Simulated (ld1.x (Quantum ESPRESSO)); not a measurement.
**barium: PAW pseudisation with PBE, fully relativistic reference atom.**

Input for ld1.x (Quantum ESPRESSO) 7.5:

```
&input
   title='Ba', zed=56., rel=2, dft='PBE', iswitch=3,
   config='[Xe] 5d1 6s1 6p0', rel_dist='average',
   nld=5, rlderiv=3.40, eminld=-4.0, emaxld=5.0, deld=0.02
 /
 &inputp
   pseudotype=3, lpaw=.true., tm=.true., lloc=-1, rcloc=2.95,
   nlcc=.true., new_core_ps=.true.,
   which_augfun='PSQ', rmatch_augfun_nc=.true.,
   file_pseudopw='Ba.UPF', file_wfcaegen='ae.wfc', file_wfcncgen='nc.wfc', file_beta='beta', file_chi='chi', file_wfcusgen='us.wfc'
 /
6
5S  1  0   2.00   0.00  2.40  3.15  0.0
6S  2  0   1.00   0.00  2.40  3.15  0.0
5P  2  1   6.00   0.00  2.75  3.05  0.0
6P  3  1   0.00   0.00  2.75  3.05  0.0
5D  3  2   1.00   0.00  2.00  2.75  0.0
5D  3  2   0.00   0.90  2.00  2.75  0.0
 &test
   configts(1)='5s2 5p6 5d1 6s1 6p0'
 /
```

Command:

```bash
ld1.x < Ba.in > Ba.out
```

Resulting log (shortened: banner, matrices, multipoles, cross overlaps and the repeated all-electron block are left out):

```
Program LD1 v.7.5
     --------------------------- All-electron run ----------------------------

     Ba
     dirac relativistic calculation

     atomic number is 56.00
     dft =PBE   lsd =0 sic =0 latt =0  beta=0.20 tr2=1.0E-14
     Exchange-correlation= PBE
                           (   1   4   3   4   0   0   0)
     mesh =1251 r(mesh) =  99.44933 a.u. xmin = -7.00 dx = 0.01250
     1 Ry =  13.60569312 eV, c = 137.03599908

     n l j   nl                  e(Ry)          e(Ha)          e(eV)
     Spin orbit split results
     1 0 0.5 1S 1( 2.00)     -2736.2543     -1368.1271    -37228.6362
     2 0 0.5 2S 1( 2.00)      -432.2400      -216.1200     -5880.9246
     2 1 0.5 2P 1( 2.00)      -407.1323      -203.5662     -5539.3173
     2 1 1.5 2P 1( 4.00)      -379.0745      -189.5373     -5157.5718
     3 0 0.5 3S 1( 2.00)       -91.1663       -45.5832     -1240.3810
     3 1 0.5 3P 1( 2.00)       -80.6334       -40.3167     -1097.0734
     3 1 1.5 3P 1( 4.00)       -75.2100       -37.6050     -1023.2847
     4 0 0.5 4S 1( 2.00)       -17.8112        -8.9056      -242.3338
     4 1 0.5 4P 1( 2.00)       -13.9830        -6.9915      -190.2489
     4 1 1.5 4P 1( 4.00)       -12.8528        -6.4264      -174.8710
     3 2 1.5 3D 1( 4.00)       -56.7405       -28.3703      -771.9942
     3 2 2.5 3D 1( 6.00)       -55.5845       -27.7923      -756.2663
     5 0 0.5 5S 1( 2.00)        -2.3796        -1.1898       -32.3762
     5 1 0.5 5P 1( 2.00)        -1.3960        -0.6980       -18.9931
     5 1 1.5 5P 1( 4.00)        -1.2462        -0.6231       -16.9555
     4 2 1.5 4D 1( 4.00)        -6.6026        -3.3013       -89.8335
     4 2 2.5 4D 1( 6.00)        -6.4105        -3.2053       -87.2195
     5 2 1.5 5D 1( 0.40)        -0.1040        -0.0520        -1.4147
     5 2 2.5 5D 1( 0.60)        -0.0964        -0.0482        -1.3120
     6 0 0.5 6S 1( 1.00)        -0.2049        -0.1025        -2.7883
     6 1 0.5 6P 1( 0.00)        -0.0796        -0.0398        -1.0836
     6 1 1.5 6P 1( 0.00)        -0.0717        -0.0359        -0.9759
     Averaged results
     1 0     1S 1( 2.00)     -2736.2543     -1368.1271    -37228.6362
     2 0     2S 1( 2.00)      -432.2400      -216.1200     -5880.9246
     2 1     2P 1( 6.00)      -388.4271      -194.2136     -5284.8203
     3 0     3S 1( 2.00)       -91.1663       -45.5832     -1240.3810
     3 1     3P 1( 6.00)       -77.0178       -38.5089     -1047.8810
     4 0     4S 1( 2.00)       -17.8112        -8.9056      -242.3338
     4 1     4P 1( 6.00)       -13.2295        -6.6148      -179.9970
     3 2     3D 1(10.00)       -56.0469       -28.0235      -762.5575
     5 0     5S 1( 2.00)        -2.3796        -1.1898       -32.3762
     5 1     5P 1( 6.00)        -1.2961        -0.6481       -17.6347
     4 2     4D 1(10.00)        -6.4874        -3.2437       -88.2651
     5 2     5D 1( 1.00)        -0.0995        -0.0497        -1.3531
     6 0     6S 1( 1.00)        -0.2049        -0.1025        -2.7883
     6 1     6P 1( 0.00)        -0.0744        -0.0372        -1.0118

     final scf error:  5.4E-15 reached in  26 iterations

     Etot =  -16278.563326 Ry,   -8139.281663 Ha, -221481.137092 eV

     Ekin =   17378.626618 Ry,    8689.313309 Ha,  236448.260662 eV
     Encl =  -39595.298502 Ry,  -19797.649251 Ha, -538721.480536 eV
     Eh   =    6334.631838 Ry,    3167.315919 Ha,   86187.056837 eV
     Exc  =    -396.523279 Ry,    -198.261640 Ha,   -5394.974055 eV

     normalization and overlap integrals

     s(1S/1S) =  1.000000  <r> =   0.0256  <r2> =    0.0009  r(max) =   0.0164
     s(2S/2S) =  1.000000  <r> =   0.1093  <r2> =    0.0141  r(max) =   0.0930
     s(2P/2P) =  1.000000  <r> =   0.0919  <r2> =    0.0104  r(max) =   0.0715
     s(2P/2P) =  1.000000  <r> =   0.0979  <r2> =    0.0117  r(max) =   0.0761
     s(3S/3S) =  1.000000  <r> =   0.2916  <r2> =    0.0973  r(max) =   0.2657
     s(3P/3P) =  1.000000  <r> =   0.2815  <r2> =    0.0921  r(max) =   0.2528
     s(3P/3P) =  1.000000  <r> =   0.2934  <r2> =    0.0999  r(max) =   0.2657
     s(4S/4S) =  1.000000  <r> =   0.6739  <r2> =    0.5126  r(max) =   0.6217
     s(4P/4P) =  1.000000  <r> =   0.6969  <r2> =    0.5526  r(max) =   0.6374
     s(4P/4P) =  1.000000  <r> =   0.7241  <r2> =    0.5964  r(max) =   0.6618
     s(3D/3D) =  1.000000  <r> =   0.2644  <r2> =    0.0826  r(max) =   0.2148
     s(3D/3D) =  1.000000  <r> =   0.2681  <r2> =    0.0848  r(max) =   0.2175
     s(5S/5S) =  1.000000  <r> =   1.6447  <r2> =    3.0438  r(max) =   1.4728
     s(5P/5P) =  1.000000  <r> =   1.8752  <r2> =    3.9970  r(max) =   1.6277
     s(5P/5P) =  1.000000  <r> =   1.9633  <r2> =    4.3854  r(max) =   1.6899
     s(4D/4D) =  1.000000  <r> =   0.7946  <r2> =    0.7338  r(max) =   0.6870
     s(4D/4D) =  1.000000  <r> =   0.8046  <r2> =    0.7523  r(max) =   0.6957
     s(5D/5D) =  1.000000  <r> =   3.8503  <r2> =   18.6347  r(max) =   2.5527
     s(5D/5D) =  1.000000  <r> =   3.9705  <r2> =   19.8505  r(max) =   2.5848
     s(6S/6S) =  1.000000  <r> =   4.9995  <r2> =   28.4237  r(max) =   4.2616
     s(6P/6P) =  1.000000  <r> =   6.7840  <r2> =   52.8720  r(max) =   5.6105
     s(6P/6P) =  1.000000  <r> =   7.0918  <r2> =   57.7387  r(max) =   5.8249

     ------------------------ End of All-electron run ------------------------

     --------------------- Generating PAW atomic setup --------------------

      Generating local potential from pseudized AE potential:
      Matching radius rcloc =   2.9500

      Local pseudo, rcloc= 2.929 Estimated cut-off energy=     2.92 Ry

      Computing core charge for nlcc:

       r > 1.19 : true rho core
      Core charge pseudized with two Bessel functions
      Integrated core pseudo-charge :  20.36

     Fully relativistic calculation: |psi|^2

     Wfc 5S LC norm =  0.99982478 SC norm =  0.00017517 missing  0.00000005
     Speed at rcutus      0.235 a.u.,  v/c =  0.001719,  (v/c)^2 = -0.00000295

     Wfc 6S LC norm =  0.99998167 SC norm =  0.00001705 missing  0.00000127
     Speed at rcutus      0.322 a.u.,  v/c =  0.002349,  (v/c)^2 =  0.00000552

     Wfc 5P LC norm =  0.99986494 SC norm =  0.00013498 missing  0.00000008
     Speed at rcutus      0.237 a.u.,  v/c =  0.001728,  (v/c)^2 = -0.00000299

     Wfc 5P LC norm =  0.99987620 SC norm =  0.00012344 missing  0.00000036
     Speed at rcutus      0.224 a.u.,  v/c =  0.001632,  (v/c)^2 = -0.00000266

     Wfc 6P LC norm =  0.99999074 SC norm =  0.00000873 missing  0.00000053
     Speed at rcutus      0.168 a.u.,  v/c =  0.001224,  (v/c)^2 =  0.00000150

     Wfc 6P LC norm =  0.99999149 SC norm =  0.00000698 missing  0.00000153
     Speed at rcutus      0.137 a.u.,  v/c =  0.000997,  (v/c)^2 =  0.00000099

     Wfc 5D LC norm =  0.99996399 SC norm =  0.00003586 missing  0.00000016
     Speed at rcutus      0.542 a.u.,  v/c =  0.003954,  (v/c)^2 =  0.00001563

     Wfc 5D LC norm =  0.99996604 SC norm =  0.00003054 missing  0.00000341
     Speed at rcutus      0.534 a.u.,  v/c =  0.003900,  (v/c)^2 =  0.00001521
      Wfc-us  5S rcutus= 3.157  Estimated cut-off energy=     5.79 Ry
      Wfc-us  6S rcutus= 3.157  Estimated cut-off energy=    11.79 Ry
      Wfc-us  5P rcutus= 3.079  Estimated cut-off energy=     9.08 Ry
      Wfc-us  5P rcutus= 3.079  Estimated cut-off energy=     8.99 Ry
      Wfc-us  6P rcutus= 3.079  Estimated cut-off energy=    16.86 Ry
      Wfc-us  6P rcutus= 3.079  Estimated cut-off energy=    16.55 Ry
      Wfc-us  5D rcutus= 2.717  Estimated cut-off energy=    15.10 Ry
      Wfc-us  5D rcutus= 2.717  Estimated cut-off energy=    15.07 Ry
      Wfc-us  5D rcutus= 2.717  Estimated cut-off energy=    18.44 Ry
      Wfc-us  5D rcutus= 2.717  Estimated cut-off energy=    18.22 Ry

     Required augmentation: PSQ   radius:    3.150000

     Q pseudized with Bessel functions
     Expected ecutrho=      96.2649 due to l1=  2   l2=  2

     Estimated PAW energy = -437.418805 Ryd

     ------------------- End of pseudopotential generation -------------------

     Computing logarithmic derivative in   3.38183
     Computing logarithmic derivative in   3.38183
     Computing the partial wave expansion
     R is outside the sphere for l=    0 j= 0.50
     R is outside the sphere for l=    0 j= 0.50
     R is outside the sphere for l=    1 j= 0.50
     R is outside the sphere for l=    1 j= 0.50
     R is outside the sphere for l=    1 j= 1.50
     R is outside the sphere for l=    1 j= 1.50
     R is outside the sphere for l=    2 j= 1.50
     R is outside the sphere for l=    2 j= 1.50
     R is outside the sphere for l=    2 j= 2.50
     R is outside the sphere for l=    2 j= 2.50

     ---------------------- Testing the pseudopotential ----------------------

     Ba
     dirac relativistic calculation

     atomic number is 56.00   valence charge is 10.00
     dft = SLA  PW   PBX  PBC   lsd =0 sic =0 latt =0  beta=0.20 tr2=1.0E-14
     mesh =1251 r(mesh) =  99.44933 xmin = -7.00 dx = 0.01250

     n l  j  nl             e AE (Ry)       e PS (Ry)    De AE-PS (Ry)
     1 0 0.5 5S   1( 2.00)       -2.37960       -2.37960       -0.00000
     2 1 0.5 5P   1( 2.00)       -1.39596       -1.39596       -0.00000
     2 1 1.5 5P   1( 4.00)       -1.24621       -1.24621       -0.00000
     3 2 1.5 5D   1( 0.40)       -0.10398       -0.10398       -0.00000
     3 2 2.5 5D   1( 0.60)       -0.09643       -0.09643        0.00000
     2 0 0.5 6S   1( 1.00)       -0.20494       -0.20494        0.00000
     3 1 0.5 6P   1( 0.00)       -0.07964       -0.07964       -0.00000
     3 1 1.5 6P   1( 0.00)       -0.07173       -0.07173       -0.00000

     eps = 6.5E-16  iter =  3

     Etot =  -16278.563326 Ry,   -8139.281663 Ha, -221481.137092 eV
     Etotps =  -437.418803 Ry,    -218.709402 Ha,   -5951.386002 eV

     Ekin =      90.830369 Ry,      45.415185 Ha,    1235.810129 eV
     Encl =    -172.024991 Ry,     -86.012496 Ha,   -2340.519237 eV
     Ehrt =      40.299100 Ry,      20.149550 Ha,     548.297194 eV
     Ecxc =    -396.523282 Ry,    -198.261641 Ha,   -5394.974089 eV
     (Ecc =     -52.501059 Ry,     -26.250529 Ha,    -714.313295 eV)

     ---------------------- End of pseudopotential test ----------------------
```

Generation and configuration tests took about 2.2 s on one core of a shared server CPU.

Transferability test of the new file with ld1.x, input:

```
&input
   title='Ba', zed=56., rel=2, dft='PBE', iswitch=2,
   config='[Xe] 5d1 6s1 6p0', rel_dist='average'
 /
 &test
   file_pseudo='Ba.UPF', nconf=8,
   configts(1)='5s2 5p6 5d1 6s1 6p0',
   configts(2)='5s2 5p6 5d0 6s2 6p0',
   configts(3)='5s2 5p6 5d0 6s1 6p0',
   configts(4)='5s2 5p6 5d0 6s0 6p0',
   configts(5)='5s2 5p6 5d0.5 6s1.5 6p0',
   configts(6)='5s2 5p6 5d0 6s1 6p1',
   configts(7)='5s1 5p6 5d0 6s2 6p0',
   configts(8)='5s2 5p6 5d1 6s0 6p0'
 /
```

```bash
ld1.x < Ba.test.in > Ba.test.out
```

Pseudopotential blocks of its output, shortened (energy terms left out):

```
     ---------------------- Testing the pseudopotential ----------------------

     n l  j  nl             e AE (Ry)       e PS (Ry)    De AE-PS (Ry)
     1 0 0.5 5S   1( 2.00)       -2.37960       -2.37960       -0.00000
     2 1 0.5 5P   1( 2.00)       -1.39596       -1.39596       -0.00000
     2 1 1.5 5P   1( 4.00)       -1.24621       -1.24621       -0.00000
     3 2 1.5 5D   1( 0.40)       -0.10398       -0.10398       -0.00000
     3 2 2.5 5D   1( 0.60)       -0.09643       -0.09643        0.00000
     2 0 0.5 6S   1( 1.00)       -0.20494       -0.20494        0.00000
     3 1 0.5 6P   1( 0.00)       -0.07964       -0.07964       -0.00000
     3 1 1.5 6P   1( 0.00)       -0.07173       -0.07173       -0.00000

     eps = 6.6E-16  iter =  3

     Etot =  -16278.563326 Ry,   -8139.281663 Ha, -221481.137093 eV
     Etotps =  -437.418803 Ry,    -218.709402 Ha,   -5951.386002 eV

     ---------------------- End of pseudopotential test ----------------------

          ---------------------- Testing the pseudopotential ----------------------

     n l  j  nl             e AE (Ry)       e PS (Ry)    De AE-PS (Ry)
     1 0 0.5 5S   1( 2.00)       -2.47190       -2.48022        0.00832  !
     2 1 0.5 5P   1( 2.00)       -1.48206       -1.48724        0.00519  !
     2 1 1.5 5P   1( 4.00)       -1.32983       -1.33533        0.00549  !
     3 2 1.5 5D   1( 0.00)       -0.15366       -0.15563        0.00198
     3 2 2.5 5D   1( 0.00)       -0.14466       -0.14651        0.00185
     2 0 0.5 6S   1( 2.00)       -0.23733       -0.23753        0.00020
     3 1 0.5 6P   1( 0.00)       -0.09831       -0.09966        0.00135
     3 1 1.5 6P   1( 0.00)       -0.08841       -0.08884        0.00043

     eps = 9.4E-15  iter = 13

     Etot =  -16278.661332 Ry,   -8139.330666 Ha, -221482.470530 eV
     Etotps =  -437.516129 Ry,    -218.758065 Ha,   -5952.710194 eV
     dEtot_ae =      -0.098006 Ry
     dEtot_ps =      -0.097326 Ry,   Delta E=      -0.000680 Ry

     ---------------------- End of pseudopotential test ----------------------

          ---------------------- Testing the pseudopotential ----------------------

     n l  j  nl             e AE (Ry)       e PS (Ry)    De AE-PS (Ry)
     1 0 0.5 5S   1( 2.00)       -2.88819       -2.89929        0.01110  !
     2 1 0.5 5P   1( 2.00)       -1.89599       -1.90310        0.00711  !
     2 1 1.5 5P   1( 4.00)       -1.74266       -1.75016        0.00750  !
     3 2 1.5 5D   1( 0.00)       -0.52633       -0.52998        0.00365
     3 2 2.5 5D   1( 0.00)       -0.51493       -0.51842        0.00349
     2 0 0.5 6S   1( 1.00)       -0.55724       -0.55798        0.00073
     3 1 0.5 6P   1( 0.00)       -0.37800       -0.38722        0.00921  !
     3 1 1.5 6P   1( 0.00)       -0.36148       -0.36333        0.00185

     eps = 7.3E-15  iter =  9

     Etot =  -16278.267308 Ry,   -8139.133654 Ha, -221477.109572 eV
     Etotps =  -437.121670 Ry,    -218.560835 Ha,   -5947.343301 eV
     dEtot_ae =       0.296017 Ry
     dEtot_ps =       0.297133 Ry,   Delta E=      -0.001116 Ry

     ---------------------- End of pseudopotential test ----------------------

          ---------------------- Testing the pseudopotential ----------------------

     n l  j  nl             e AE (Ry)       e PS (Ry)    De AE-PS (Ry)
     1 0 0.5 5S   1( 2.00)       -3.37606       -3.39345        0.01739  !
     2 1 0.5 5P   1( 2.00)       -2.37848       -2.38987        0.01138  !
     2 1 1.5 5P   1( 4.00)       -2.22282       -2.23473        0.01192  !
     3 2 1.5 5D   1( 0.00)       -0.95659       -0.96386        0.00727  !
     3 2 2.5 5D   1( 0.00)       -0.94268       -0.94974        0.00706  !
     2 0 0.5 6S   1( 0.00)       -0.90688       -0.90885        0.00197
     3 1 0.5 6P   1( 0.00)       -0.67774       -0.71485        0.03711  !
     3 1 1.5 6P   1( 0.00)       -0.65183       -0.65899        0.00716  !

     eps = 4.6E-15  iter = 12

     Etot =  -16277.533868 Ry,   -8138.766934 Ha, -221467.130604 eV
     Etotps =  -436.386942 Ry,    -218.193471 Ha,   -5937.346821 eV
     dEtot_ae =       1.029458 Ry
     dEtot_ps =       1.031861 Ry,   Delta E=      -0.002403 Ry

     ---------------------- End of pseudopotential test ----------------------

          ---------------------- Testing the pseudopotential ----------------------

     n l  j  nl             e AE (Ry)       e PS (Ry)    De AE-PS (Ry)
     1 0 0.5 5S   1( 2.00)       -2.42170       -2.42497        0.00327
     2 1 0.5 5P   1( 2.00)       -1.43526       -1.43718        0.00192
     2 1 1.5 5P   1( 4.00)       -1.28438       -1.28648        0.00210
     3 2 1.5 5D   1( 0.20)       -0.12629       -0.12690        0.00061
     3 2 2.5 5D   1( 0.30)       -0.11805       -0.11861        0.00056
     2 0 0.5 6S   1( 1.50)       -0.21973       -0.21969       -0.00003
     3 1 0.5 6P   1( 0.00)       -0.08791       -0.08825        0.00034
     3 1 1.5 6P   1( 0.00)       -0.07906       -0.07915        0.00009

     eps = 6.3E-15  iter = 11

     Etot =  -16278.614378 Ry,   -8139.307189 Ha, -221481.831694 eV
     Etotps =  -437.469723 Ry,    -218.734861 Ha,   -5952.078795 eV
     dEtot_ae =      -0.051052 Ry
     dEtot_ps =      -0.050919 Ry,   Delta E=      -0.000133 Ry

     ---------------------- End of pseudopotential test ----------------------

          ---------------------- Testing the pseudopotential ----------------------

     n l  j  nl             e AE (Ry)       e PS (Ry)    De AE-PS (Ry)
     1 0 0.5 5S   1( 2.00)       -2.55609       -2.55569       -0.00040
     2 1 0.5 5P   1( 2.00)       -1.56457       -1.56189       -0.00268
     2 1 1.5 5P   1( 4.00)       -1.41155       -1.40984       -0.00171
     3 2 1.5 5D   1( 0.00)       -0.21376       -0.21220       -0.00156
     3 2 2.5 5D   1( 0.00)       -0.20377       -0.20219       -0.00158
     2 0 0.5 6S   1( 1.00)       -0.27969       -0.27788       -0.00181
     3 1 0.5 6P   1( 0.33)       -0.13505       -0.13683        0.00178
     3 1 1.5 6P   1( 0.67)       -0.12440       -0.12382       -0.00058

     eps = 2.2E-15  iter = 12

     Etot =  -16278.512616 Ry,   -8139.256308 Ha, -221480.447147 eV
     Etotps =  -437.368618 Ry,    -218.684309 Ha,   -5950.703195 eV
     dEtot_ae =       0.050710 Ry
     dEtot_ps =       0.050185 Ry,   Delta E=       0.000525 Ry

     ---------------------- End of pseudopotential test ----------------------
```

The test run then stopped with an error in new_paw_hamiltonian: “negative rho”.
